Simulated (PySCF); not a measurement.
**Electronic structure of S⁺ (sulfur, charge +1) at the UHF level**

Configuration: [Ne] 3s2 3p3, high-spin 4S determinant. Computed with PySCF 2.14 in cc-pV(D+d)Z (4s3p2d, 23 functions), with the non-relativistic Hamiltonian (point nucleus).

```
Total energy                                     : -397.158808 hartree
One-electron energy                              : -542.8946 hartree
Hartree (Coulomb) energy                         : 170.5191 hartree
Exchange energy                                  : -24.7833 hartree
Kinetic energy                                   : 397.18015 hartree
⟨S²⟩                                             : 3.7505
⟨L²⟩                                             : 0.000
Sum of ⟨r⟩                                       : 12.81 bohr
Sum of ⟨r²⟩                                      : 21.17 bohr²
Density at the nucleus (Gaussians lack the cusp) : 2600 bohr⁻³
Spin density at the nucleus                      : 0.370 bohr⁻³
Langevin diamagnetic susceptibility              : -16.8 ×10⁻⁶ cm³/mol
Time after the integrals                         : 0.04 s of wall time on 1 thread of Neoverse-V1 (shared host)
```

```json
{"shell": "1s α", "electrons": "1", "mean orbital energy (eV)": "-2515.6", "rms radius, mean of both spins (bohr)": "0.113"}
{"shell": "1s β", "electrons": "1", "mean orbital energy (eV)": "-2514.8", "rms radius, mean of both spins (bohr)": "0.113"}
{"shell": "2s α", "electrons": "1", "mean orbital energy (eV)": "-256.99", "rms radius, mean of both spins (bohr)": "0.518"}
{"shell": "2s β", "electrons": "1", "mean orbital energy (eV)": "-256.11", "rms radius, mean of both spins (bohr)": "0.518"}
{"shell": "2p α", "electrons": "3", "mean orbital energy (eV)": "-194.09", "rms radius, mean of both spins (bohr)": "0.492"}
{"shell": "2p β", "electrons": "3", "mean orbital energy (eV)": "-192.54", "rms radius, mean of both spins (bohr)": "0.492"}
{"shell": "3s α", "electrons": "1", "mean orbital energy (eV)": "-38.492", "rms radius, mean of both spins (bohr)": "1.79"}
{"shell": "3s β", "electrons": "1", "mean orbital energy (eV)": "-29.164", "rms radius, mean of both spins (bohr)": "1.79"}
{"shell": "3p α", "electrons": "3", "mean orbital energy (eV)": "-23.481", "rms radius, mean of both spins (bohr)": "2.06"}
```
